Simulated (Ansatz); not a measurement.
Reaction (ligand exchange at a B–C bond): `N=C(Cl)BN` + H₂S → `NBS` + `N=CCl`

Isolated molecules relaxed with PBE0-D4/def2-TZVP in Ansatz; ΔE leaves out vibrations. CCSD(T)/CBS adds triple-zeta CCSD(T) − MP2 to the extrapolated MP2 energy (def2 sets, frozen cores). This one scheme is used for every species. DFT in def2-TZVPP. One conformer a species, not always the lowest.

```
             level  ΔE (eV)
            r2SCAN    -0.34
SCS-MP2/def2-TZVPP    -0.35
```

**Question.** What does CCSD(T)/CBS give? (Estimate.)

**Answer.** Computed: -0.32 eV. The listed levels differ from it by -0.02, -0.03 eV.

Largest T1 diagnostic among the species: 0.014.

From BLYP to BHLYP (50 % exact exchange), in def2-TZVPP and without D4, ΔE moves by −0.07 eV. The D4 term adds +0.04 eV with B3LYP and +0.02 eV with PBE0; it sums over pairs of atoms, weighted by their polarisabilities, and B3LYP, whose exchange is more repulsive, gets the larger term. Leaving LDA and LC-ωPBE aside and taking each functional with its dispersion term where it has one, the values, not all of them listed here, spread over 0.14 eV, from PBE-QIDH to BLYP-D4. LDA lies +0.04 eV from PBE without D4.

B3LYP here is the variant with VWN-RPA as its local correlation; programs differ in this.
